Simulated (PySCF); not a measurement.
# Reading the logs of faulty runs: BCClHO anion

All numbers below are calculated, not measured. The program is PySCF 2.14.0, an open-source quantum chemistry code, run on an isolated molecule that a program drew, which may never have been made. The molecule is BCClHO anion (charge -1, singlet), drawn as the SMILES string `[O-]C=BCl`.

Each row is a Hartree-Fock (HF) and frozen-core CCSD(T) single point in the aug-cc-pV(D+d)Z basis, meant for a local HF minimum. Run 1 is clean. Each other run has one planted mistake out of seven kinds, and not every kind appears here: one electron removed, one electron added, multiplicity raised by two, geometry at a saddle point, minimal basis STO-3G, one bond length entered in bohr, all coordinates scaled. The reference is restricted for singlets and unrestricted otherwise, and also for a bond in bohr. Adding or removing an electron swaps singlet and doublet. Electrons count all cores. HOMO and LUMO are orbital energies over both spins, the gradient is its largest component, and the lowest frequency (negative if imaginary) is given only where the gradient is small. Bond lengths are over the 4 bonds as drawn. T1 is the CCSD diagnostic: over 0.02 (restricted) or 0.045 (unrestricted) a single reference is doubtful.

Geometry of the clean run:
```xyz
5
BCClHO anion, angstrom
O     2.7202    0.6633    0.5259
C     2.6771    0.3273    1.6869
B     1.7010   -0.6897    2.4281
Cl    0.4543    0.4148    3.3370
H     3.4948    0.6948    2.3652
```

| run | electrons | basis functions | <S^2> | HOMO (eV) | LUMO (eV) | gradient (hartree/bohr) | lowest frequency (cm^-1) | mean bond (Å) | longest bond (Å) | T1 | HF (hartree) | CCSD(T) (hartree) | mistake |
|---|---|---|---|---|---|---|---|---|---|---|---|---|---|
| 1 | 38 | 110 | 0.000 | -2.30 | 4.03 | 3.3e-05 | 154 | 1.4559 | 1.897 | 0.0191 | -597.49092 | -598.10702 | no fault |
| 2 | 38 | 110 | 2.021 | -1.76 | 4.00 | 2.0e-02 | - | 1.4559 | 1.897 | 0.0232 | -597.48212 | -598.07186 | multiplicity raised by two |
| 3 | 38 | 110 | 0.000 | -3.06 | 3.97 | 1.5e-01 | - | 1.5972 | 2.082 | 0.0226 | -597.45311 | -598.08724 | ? |
| 4 | 37 | 110 | 0.786 | -11.03 | 0.02 | 5.1e-02 | - | 1.4559 | 1.897 | 0.0254 | -597.46114 | -598.04136 | ? |

**Which mistake was planted in run 3, and what did it cost?**

The mean and the longest bond both change by the same factor, 1.097, and the gradient is no longer small. So the mistake is: all coordinates scaled. Subtracting run 1 and multiplying by 627.51 kcal/mol a hartree, the energy moved by 23.7 kcal/mol in HF and 12.4 kcal/mol in CCSD(T).

**Which mistake was planted in run 4, and what did it cost?**

It counts 37 electrons, one fewer than the clean run, at the same geometry and basis. So the mistake is: one electron removed. Subtracting run 1 and multiplying by 627.51 kcal/mol a hartree, the energy moved by 18.7 kcal/mol in HF and 41.2 kcal/mol in CCSD(T).

Cautions from the logs. Run 3: T1 is over the limit, so its CCSD(T) energy is less reliable.
